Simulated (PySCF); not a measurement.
# Whose spectrum? (bowl and non-alternant core)

All values: TDA CAM-B3LYP/def2-SVP, gas phase, PySCF SCF with an in-house response code, fitting set def2-universal-JFIT up to Ne and JKFIT beyond, grid level 1 (kernel 0), vertical, one conformer each, geometries GFN2-xTB; core orbitals frozen in the response, virtual orbitals above 1.5 Eh left out. The lowest 6 singlets were sought, and the brightest is taken among them. The runs took 1 to 3 CPU minutes each on shared server CPUs.

One system has its HOMO at -7.34 eV, its LUMO at -2.16 eV and these singlet states:

| state | eV | f |
| --- | --- | --- |
| S1 | 2.39 | 0.001 |
| S2 | 3.43 | 0.326 |
| S3 | 4.48 | 0.003 |
| S4 | 4.56 | 0.011 |
| S5 | 5.28 | 1.642 |
| S6 | 5.39 | 0.171 |

Question: Which is it?
A. Clc1cccc2c1C1=Cc3ccccc3C1=C2 (C16H9Cl)
B. CSc1ccc2c(c1)C1=Cc3ccccc3C1=C2 (C17H12S)
C. N#CC1=C2C(=Cc3ccccc32)c2ccccc21 (C17H9N)
D. CC(C)(C)c1ccc2c(c1)C=C1C2=Cc2ccccc21 (C20H18)
E. Clc1ccc2c(c1)C1=Cc3ccc(Cl)cc3C1=C2 (C16H8Cl2)

Answer: C.

Question: How do the candidates compare?

Answer: 
| system | HOMO / eV | LUMO / eV | S1 / eV | f(S1) | brightest state sought / eV |
| --- | --- | --- | --- | --- | --- |
| CC(C)(C)c1ccc2c(c1)C=C1C2=Cc2ccccc21 | -6.79 | -1.37 | 2.59 | 0.000 | 5.31 |
| CSc1ccc2c(c1)C1=Cc3ccccc3C1=C2 | -6.56 | -1.46 | 2.48 | 0.018 | 5.23 |
| Clc1ccc2c(c1)C1=Cc3ccc(Cl)cc3C1=C2 | -7.15 | -1.78 | 2.58 | 0.000 | 5.32 |
| Clc1cccc2c1C1=Cc3ccccc3C1=C2 | -7.07 | -1.57 | 2.65 | 0.001 | 5.34 |
| N#CC1=C2C(=Cc3ccccc32)c2ccccc21 | -7.34 | -2.16 | 2.39 | 0.001 | 5.28 |
